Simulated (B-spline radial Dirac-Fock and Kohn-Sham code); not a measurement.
Model: Dirac-Fock ΔSCF + Breit + QED. Program: a B-spline atomic structure program. Free neutral atoms.

Question: Order these X-ray lines by photon energy, lowest first.
A. Br Lβ4
B. Ho Mγ
C. Os Mζ2
D. Tl Mζ2
E. Sr Lα1
F. Au Mζ2

Answer: C (1478.6 eV), B (1577.1 eV), A (1595.4 eV), F (1643.6 eV), D (1758.1 eV), E (1808.2 eV).

Values without a named source are computed, but for edge energies of neutral atoms, which are taken from tables.
